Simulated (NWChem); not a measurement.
C4H4F2; SMILES CC=C=C(F)F

Results from NWChem. All runs use the structure optimised with PBE0/def2-SVP. Level PBE/def2-SVP: energy and gradient on several grids; changes count from the extra-fine grid, which is no exact limit either.

Q: Which is the coarsest grid (coarse; xfine; fine; medium; xcoarse) from which on the energy stays within 500 μHa and each gradient component within 500 μHa/bohr of xfine?

A: coarse.
| grid | size of the energy change (μHa) | largest change of a gradient component (μHa/bohr) | time, medium = 1 (rough) |
|---|---|---|---|
| xcoarse | 9000 | 3000 | about 1 |
| coarse | 200 | 200 | about 1 |
| medium | < 10 | < 30 | about 1 |
| fine | < 10 | < 30 | about 1 |
| xfine | < 10 | < 30 | 3 |
